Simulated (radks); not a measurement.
Problem. These are the eigenvalues of the occupied orbitals of an atom or ion with whole-number occupations (hartree). All-electron calculation, scalar-relativistic Kohn-Sham, BLYP, spin-polarised, spherical densities, finite nucleus; Fermi nuclear charge, rms radius of each element as measured or else 0.836 A^(1/3) + 0.57 fm. Program: a radial shooting solver on a logarithmic mesh with Libxc functionals.

orbital  eigenvalue
1s down   -1855.608
1s up     -1855.608
2s up     -318.4481
2s down   -318.4476
2p up     -285.0043
2p down   -285.0040
3s up     -81.91606
3s down   -81.89154
3p up     -71.55151
3p down   -71.52720
3d up     -57.86079
3d down   -57.84212
4s up     -27.32005
4s down   -27.26943
4p up     -23.78603
4p down   -23.73648
4d up     -18.89096
4d down   -18.84219
4f up     -13.47574

Which element is it, and in what charge state? The configuration may be excited. Open shells, if any, are filled with parallel spins first.

Solution. Z = 64, gadolinium, charge +17: Gd17+ in [Kr] 4d10 4f1. The list shows which subshells hold electrons but not how many an open one holds; the 1s level, -1855.6 hartree, gives Z - s = 60.9 by -(Z - s)^2/2, which with screening and relativity narrows Z to a few neighbours, and the depths of the outer levels then fix element, charge and occupations together.
